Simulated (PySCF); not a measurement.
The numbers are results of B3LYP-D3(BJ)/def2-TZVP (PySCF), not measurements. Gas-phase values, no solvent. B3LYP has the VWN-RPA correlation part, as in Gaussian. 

Reference species (SMILES): `[F][InH2]` (neutral, multiplicity 1).

The dipole moment comes out as 3.16 D.

Changed species: `[InH3]` (whole molecule; the reference has whole molecule).

What does the change do to the dipole moment?

the dipole moment drops by 3.16 D, to 0.00 D.
